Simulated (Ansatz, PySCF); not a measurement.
Spin gap between two states, R1 and P1; the higher of the two is an excited state, each structure at its B3LYP-D3(BJ)/def2-TZVP stationary point, reached from a drawn start (curvature not checked).
R1, S2 (SMILES S=S) (charge 0, multiplicity 3):
```json
[
 {"atom": "S", "x (Å)": "0.0000", "y (Å)": "0.0000", "z (Å)": "-0.9518"},
 {"atom": "S", "x (Å)": "0.0000", "y (Å)": "0.0000", "z (Å)": "0.9518"}
]
```
P1, S2 (SMILES S=S) (charge 0, multiplicity 1):
```xyz
2

S      0.00000     0.00000    -0.95276
S      0.00000     0.00000     0.95276
```

P less R. No zero-point or thermal terms; singlets are restricted closed shells; open shells are unrestricted; no spin–orbit coupling.

Cores are frozen in the correlated methods. CBS: X⁻³ extrapolation of the correlation energy, Hartree–Fock from the larger set.

The values were computed with Ansatz (a program for electronic structure); PySCF for the D3/D4 terms. No computed number here is a measurement.

| level | spin gap (kcal/mol) |
|---|---|
| HF/cc-pV(Q+d)Z | 34.43 |
| SVWN5/def2-TZVPP | 20.72 |
| PBE-D4/def2-TZVPP | 22.74 |
| BHLYP-D3(BJ)/def2-TZVPP | 25.38 |
| wB97X-V/def2-TZVPP | 22.16 |
| B2PLYP-D3(BJ)/def2-TZVPP | 21.63 |
| MP2/cc-pV(Q+d)Z | 18.04 |
| CCSD/cc-pV(D+d)Z | 19.96 |
| CCSD(T)/CBS(cc-pV(T+d)Z, cc-pV(Q+d)Z) | (withheld) |

**Question.** What belongs in the gaps?

**Answer.** 
- CCSD(T)/CBS(cc-pV(T+d)Z, cc-pV(Q+d)Z), spin gap (kcal/mol): 16.89
